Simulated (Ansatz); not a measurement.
The same path of ClH + H4Sn (7 atoms, charge 0, multiplicity 1) was run twice with different band settings. Lost on the way: Sn1–H2, Cl6–H7. Made: Sn1–Cl6, H2–H7.

Method: RKS PBE0-D4/def2-SVP (Ansatz).

Relaxed end points:

```xyz
7
Properties=species:S:1:pos:R:3
Sn 0.311 0.000 -0.150
H 0.311 0.000 1.566
H 1.939 0.000 -0.681
H -0.474 1.406 -0.719
H -0.474 -1.406 -0.719
Cl -3.109 0.000 1.596
H -2.109 0.000 2.405
```

```xyz
7
Properties=species:S:1:pos:R:3
Sn -0.417 0.000 -0.758
H -0.087 0.000 3.515
H 0.926 0.000 0.295
H -0.517 1.420 -1.700
H -0.517 -1.420 -1.700
Cl -2.330 0.000 0.629
H -0.664 0.000 3.017
```

Common settings: movable images 5; climbing image yes; spring 5.0 eV/Å²; optimiser quadratic models (default); start path through a guess of the saddle point; iteration limit 60; end points relaxed.

| run | force threshold |
| --- | --- |
| 1 | 0.05 eV/Å |
| 2 | 0.2 eV/Å |

**Question.** What does each run give, and how far can it be trusted?

**Answer.** Run 1: converged after 20 iterations, highest image 1.215 eV above the first end. A vibrational analysis at the climbing image gives one clearly imaginary mode, 1012i cm⁻¹: a first-order saddle point.
Run 2: converged after 10 iterations, highest image 1.215 eV above the first end. The threshold of 0.2 eV/Å is loose, so the images may lie well off the minimum-energy path. Another band between the same ends (5 images) ends at a top of the same energy, where a vibrational analysis finds 1 clearly imaginary mode.
The orbitals stay closed-shell, which can raise the energy where a bond breaks towards radicals; this wasn't checked here.
